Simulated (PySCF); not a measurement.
## Molecular orbitals of CaP

M06 at R = 2.524 Å; basis Ca aug-pcseg-1, P aug-pcseg-1; no relativity; PySCF 2.14. State: ²Π (doublet), unpaired electrons π ↑. Only the outer orbitals are listed, counted within each symmetry.

| spin | orbital | occ. | ε (eV) | on Ca (%) | main shells (%) |
| --- | --- | --- | --- | --- | --- |
| α | 7σ | 1 | -49.47 | 100 | 100 Ca s |
| α | 3π | 1 | -29.64 | 100 | 100 Ca p |
| α | 3π | 1 | -29.50 | 100 | 100 Ca p |
| α | 8σ | 1 | -29.45 | 99 | 99 Ca p |
| α | 9σ | 1 | -13.49 | 8 | 92 P s |
| α | 10σ | 1 | -5.14 | 31 | 66 P p, 24 Ca s |
| α | 4π | 1 | -5.04 | 14 | 85 P p, 10 Ca d |
| α | 4π | 1 | -4.49 | 18 | 81 P p, 13 Ca d |
| α | 11σ | 0 | -2.39 | 90 | 57 Ca s, 32 Ca p, 10 P p |
| α | 5π | 0 | -1.16 | 103 | 82 Ca p, 21 Ca d |
| α | 5π | 0 | -1.13 | 103 | 80 Ca p, 24 Ca d |
| β | 7σ | 1 | -49.46 | 100 | 100 Ca s |
| β | 3π | 1 | -29.59 | 100 | 100 Ca p |
| β | 3π | 1 | -29.51 | 100 | 100 Ca p |
| β | 8σ | 1 | -29.43 | 99 | 99 Ca p |
| β | 9σ | 1 | -12.31 | 13 | 87 P s |
| β | 10σ | 1 | -4.59 | 44 | 53 P p, 36 Ca s |
| β | 4π | 1 | -4.00 | 23 | 76 P p, 17 Ca d |
| β | 4π | 0 | -2.21 | 32 | 67 P p, 20 Ca d, 12 Ca p |
| β | 11σ | 0 | -2.16 | 85 | 52 Ca s, 30 Ca p, 17 P p |
| β | 5π | 0 | -1.21 | 103 | 75 Ca p, 28 Ca d |

Question: Which are the highest filled and the lowest empty level, where do they sit, and how wide is the gap?

Answer: Highest filled β 4π at -4.00 eV (in %: 76 P p, 17 Ca d); lowest empty α 11σ at -2.39 eV (in %: 57 Ca s, 32 Ca p, 10 P p); the gap at M06 is 1.61 eV.

The bond order (Mayer) is 1.98. The ⟨S²⟩ is 0.775 and the charge on Ca (Mulliken, basis-dependent) is 0.50. The charge on Ca (Löwdin, basis-dependent) is 0.55 and the dipole moment (positive dipole means Ca(−)P(+)) is -8.59 D.

Shares are Mulliken populations and can fall outside 0 to 100 %.

The state is the lowest determinant that a PBE0 search found; another state may lie lower at other levels.
